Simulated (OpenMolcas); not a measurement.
Fe5+: CASPT2 settings compared

```
Program             : OpenMolcas 26.06
Basis               : ANO-RCC-VDZ [5s4p2d]
Scalar Hamiltonian  : DKH4, point nucleus
Active space        : 3 electrons in 10 orbitals (3d 4d)
State averaging     : 2S+1 = 4 even, 10 roots; 2S+1 = 2 even, 28 roots
Spin-orbit coupling : RASSI with atomic mean-field integrals over the reference wave functions, term energies averaged over their components
```

Methods on the same reference wave functions:
A. CASSCF
B. SS-CASPT2, IPEA 0.15 Eh, real shift 0.5 Eh (closed shells correlated: 2s 2p 3s 3p)
C. SS-CASPT2, IPEA 0.3 Eh, no level shift (closed shells correlated: 3s 3p)
D. XMS-CASPT2, IPEA 0.35 Eh, sigma2 regulariser 0.3 Eh (closed shells correlated: 3s 3p)

Energies in cm⁻¹ above 3d³ ⁴F_3/2, the measured ground level; measured values from Corliss and Sugar, J. Phys. Chem. Ref. Data 11, 135 (1982).

| Level | A | B | C | D | Measured |
| --- | --- | --- | --- | --- | --- |
| 3d³ ⁴F_3/2 | 0.0 | 0.0 | 0.0 | 0.0 | 0.0 |
| 3d³ ⁴F_5/2 | 514 | 519 | 519 | 518 | 511 |
| 3d³ ⁴F_7/2 | 1208 | 1216 | 1216 | 1215 | 1188 |
| 3d³ ⁴F_9/2 | 2059 | 2070 | 2070 | 2070 | 2001 |
| 3d³ ⁴P_1/2 | 22557 | 19040 | 19230 | 19370 | 18738 |
| 3d³ ⁴P_3/2 | 22750 | 19220 | 19410 | 19550 | 18942 |
| 3d³ ²G_7/2 | 23137 | 21910 | 22000 | 22430 | 20616 |
| 3d³ ⁴P_5/2 | 23397 | 19890 | 20080 | 20210 | 19611 |
| 3d³ ²G_9/2 | 23824 | 22630 | 22720 | 23160 | 21315 |
| 3d³ ²P_1/2 | 30550 | 26270 | 26510 | 26950 | 26496 |
| 3d³ ²H_9/2 | 30610 | 31840 | 31800 | 32110 | 28724 |
| 3d³ ²P_3/2 [55 %] | 30641 | 25940 | 26200 | 26630 |  |
| 3d³ ²H_11/2 | 31127 | 32390 | 32350 | 32660 | 29203 |
| 3d³ ²D_3/2 [57 %] | 33541 | 28270 | 28540 | 28970 | 28628 |
| 3d³ ²D_5/2 | 33828 | 28130 | 28410 | 28840 | 28484 |

Deviations, from unrounded energies. A percentage is the sum of absolute deviations over the sum of measured energies, with the sign that they share, or ± where signs differ.

| Against measurement | Levels | A | B | C | D |
| --- | --- | --- | --- | --- | --- |
| mean absolute deviation (cm-1) | 13 | 2700 | 830 | 830 | 1000 |
| fine structure of the ground term (%) | 3 | +2.2 | +2.7 | +2.7 | +2.7 |
| other terms of the ground configuration (%) | 10 | +14.4 | ±4.4 | ±4.4 | +5.6 |

B, C lie about equally close to measurement and A furthest from it. The largest miss of C in the table is 3d³ ²H_11/2, by +3100 cm-1. The ranking rests on the paired levels alone, and a cruder setting can come out closer through cancelling errors.

Among B to D the level of the table that moves most is 3d³ ²D_5/2, by 710 cm-1 (lowest in B, highest in D). Moves below CASPT2's spread within the term are not significant.

The mean deviations of B to D differ by less than CASPT2's widest spread within a term (440 cm-1), so their order carries little weight.

From A to B the spin-free energies of the other terms of 3d³ shown, above ⁴F, scale by factors of 0.82 to 1.04.

The lowest spin-free term lies below A's lowest term by 0.113 hartree in B, 0.101 hartree in C, 0.103 hartree in D.

CASPT2 does not keep the components of a term degenerate, so their means are used; among the terms shown or strongly mixed into the levels shown the widest spread is 440 cm-1 (3d³ ⁴F, D). Active for correlation alone: 4d; no level in the range computed is led by a configuration that fills it, so any true level of that kind is missing. The basis is small and was not contracted for so high a charge. Without dynamic correlation excited terms often stand tens of per cent too high (terms of higher spin than the ground term too low), and those without a measured partner can miss by more than the paired ones (holds for A). Measured partners are found by configuration, term and J. A level has none where our copy of the source lacks it or the pairing is in doubt (some pairs that miss far off the trend of their configuration count as doubtful), and it then counts in no deviation. Only configurations of the active space appear.

A share in square brackets marks a mixed level and gives the weight of the term that names it, the lowest over the columns.
